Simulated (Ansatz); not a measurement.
`[SiH3]C[SeH]` + H₂ → `C[SeH]` + SiH₄  (hydrogenolysis of a C–Si bond)

Computed with Ansatz on PBE0-D4/def2-TZVP structures; ΔE is electronic, products minus reactants. CCSD(T)/CBS adds triple-zeta CCSD(T) − MP2 to the extrapolated MP2 energy (def2 sets, frozen cores). This one scheme is used for every species. Functionals use def2-TZVPP. B3LYP here is the variant with VWN-RPA as its local correlation; programs differ in this. HSE06 is defined as in plane-wave codes. For Se outer-core shells are correlated without core-valence functions, which leaves a few kJ/mol of doubt a bond. Scalar relativity is left out up to krypton. Each species was taken in one conformer, which may not be the lowest.

```
             level  ΔE (kcal/mol)  difference from CCSD(T)/CBS
       LDA (SPW92)           -4.8                          0.2
            PBE-D4           -5.0                          0.0
         revPBE-D4           -4.1                          0.9
           BLYP-D4           -5.6                         -0.6
         r2SCAN-D4           -5.4                         -0.4
           PBE0-D4           -5.8                         -0.8
          B3LYP-D4           -6.3                         -1.3
        r2SCANh-D4           -5.6                         -0.6
        r2SCAN0-D4           -5.9                         -0.9
          HSE06-D4           -5.8                         -0.8
          BHLYP-D4           -7.2                         -2.2
      CAM-B3LYP-D4           -7.3                         -2.3
           ωB97X-V           -6.5                         -1.5
           ωB97M-V           -5.8                         -0.8
            B2PLYP           -7.4                         -2.4
          PBE-QIDH           -6.1                         -1.1
               PBE           -6.7                         -1.7
            revPBE           -7.6                         -2.6
            r2SCAN           -5.8                         -0.8
              PBE0           -7.2                         -2.2
             B3LYP           -9.1                         -4.1
           r2SCANh           -6.0                         -1.0
           r2SCAN0           -6.4                         -1.4
             HSE06           -7.2                         -2.2
             BHLYP           -9.7                         -4.7
         CAM-B3LYP           -8.9                         -3.9
RPA@PBE/def2-TZVPP           -6.7                         -1.7
     CCSD/def2-SVP           -9.9                         -4.9
  CCSD(T)/def2-SVP           -9.0                         -4.0
     HF/def2-TZVPP          -12.4                         -7.4
    MP2/def2-TZVPP           -4.3                          0.7
SCS-MP2/def2-TZVPP           -6.1                         -1.1
   CCSD/def2-TZVPP           -7.3                         -2.3
CCSD(T)/def2-TZVPP           -6.1                         -1.1
     HF/def2-QZVPP          -12.3                         -7.3
    MP2/def2-QZVPP           -3.7                          1.3
SCS-MP2/def2-QZVPP           -5.5                         -0.5
      HF/CBS(def2)          -12.3                         -7.3
     MP2/CBS(def2)           -3.2                          1.8
    CCSD/CBS(def2)           -6.2                         -1.2
       CCSD(T)/CBS           -5.0                            0
```

Largest T1 diagnostic among the species: 0.011.

At CCSD(T), def2-SVP lies −4.0 kcal/mol from the extrapolated value and def2-TZVPP −1.1 kcal/mol. Leaving LDA and LC-ωPBE aside and taking each functional with its dispersion term where it has one, the values spread over 3.3 kcal/mol, from B2PLYP to revPBE-D4. LDA lies +1.9 kcal/mol from PBE without D4. The D4 term adds +2.8 kcal/mol with B3LYP and +1.5 kcal/mol with PBE0; it sums over pairs of atoms, weighted by their polarisabilities, and B3LYP, whose exchange is more repulsive, gets the larger term.
